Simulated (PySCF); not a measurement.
Species: Ta(NH)F3 (singlet state).
Bonds: Ta1–N2, Ta1–F4, Ta1–F5, Ta1–F6. Hydrogens: H3 on N2.

Computed by this run: PBE0-D3(BJ)/def2-SVP geometry optimisation, gas phase, def2 core potentials past Kr (PySCF); density fitting, grid level 1; the optimiser is geomeTRIC in internal coordinates, started from a GFN2-xTB structure.

Step 0: E = -11197.6327 eV
```
atom  x, y, z in Å  |  force x, y, z in eV/Å
Ta1    -0.0042   -0.0031   -0.4405   -0.028   0.027   1.373
N2      0.0108    0.0115    1.3464   -0.007  -0.022  -1.593
H3      0.0252    0.0153    2.3557   -0.009   0.004   0.136
F4      1.7410   -0.0032   -1.1042    0.417   0.001   0.033
F5     -0.8913    1.5075   -1.0895   -0.185   0.347   0.022
F6     -0.8815   -1.5281   -1.0679   -0.187  -0.357   0.030
```

Step 1: E = -11197.6665 eV
```
atom  x, y, z in Å  |  force x, y, z in eV/Å
Ta1    -0.0062   -0.0026   -0.4395   -0.018  -0.014  -1.789
N2      0.0105    0.0107    1.2922    0.013   0.004   1.300
H3      0.0260    0.0147    2.3046   -0.012   0.004   0.010
F4      1.7711   -0.0026   -1.0683   -0.059   0.002   0.165
F5     -0.9057    1.5356   -1.0561    0.037  -0.043   0.155
F6     -0.8959   -1.5557   -1.0329    0.038   0.049   0.159
```

**Question.** Estimate the geometry and energy of step 2. (The exact step hangs on the optimiser's Hessian estimate; all steps are aligned on step 1, rigid shifts and turns removed.)

**Answer.** E = -11197.6879 eV, largest force 0.139 eV/Å
```
atom  x, y, z in Å  |  force x, y, z in eV/Å
Ta1    -0.0068   -0.0027   -0.4623    0.002  -0.003  -0.123
N2      0.0107    0.0104    1.2923   -0.003  -0.004  -0.082
H3      0.0259    0.0147    2.3053   -0.011   0.003  -0.033
F4      1.7805   -0.0025   -1.0612   -0.110   0.001   0.080
F5     -0.9101    1.5449   -1.0489    0.061  -0.094   0.078
F6     -0.9002   -1.5648   -1.0252    0.060   0.097   0.080
```

The energy changes by -0.0214 eV. The first-order estimate −F·Δx gives -0.0427 eV and the mean of the old and new forces, exact on a quadratic surface, -0.0220 eV. The step makes an angle of 52° with the force vector and moves no atom by more than 0.023 Å.

The cost below is that of the whole optimisation. The run took 20 s on x86-64 server, one thread (shared host).
